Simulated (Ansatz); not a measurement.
System: CH$_{7}$Si$_{2}$, net charge -1, singlet state. It need not be the lowest isomer of its formula. Whether it binds its extra electron was not tested at this geometry. 
Structure (B3LYP-D3(BJ)/def2-TZVP (Ansatz, an electronic-structure program) minimum search):
SMILES: [SiH3][CH-][SiH3]
```xyz
10

Si     1.4794     0.5669     0.0610
C      0.1356    -0.4453    -0.5157
Si    -1.5258    -0.4145     0.1182
H      2.7798    -0.1443     0.3810
H      2.0197     1.6686    -0.8374
H      1.1382     1.3021     1.3230
H      0.3254    -1.0771    -1.3835
H     -2.6426     0.1460    -0.7486
H     -1.6409     0.3945     1.3760
H     -2.1441    -1.7524     0.4748
```
Charge -1, spin multiplicity 1.

Parts of the frozen-core correlation energy in 6-31G* (Ansatz, hartree). Frozen orbitals: 11; correlated occupied orbitals by spin: 10 and 10; virtual: 46 and 46. No spin-orbit coupling. Non-relativistic.

| term | value |
|---|---|
| reference (HF) | -619.72697 |
| MP2 opposite-spin | [?] |
| MP2 same-spin | [?] |
| CCSD correlation | -0.34486 |
| (T) | [?] |
| T1 diagnostic | 0.014 |
| largest doubles amplitude | 0.028 |

Q: Fill in the missing entries.

A: 
- MP2 opposite-spin, value: -0.23732
- MP2 same-spin, value: -0.06075
- (T), value: -0.01093
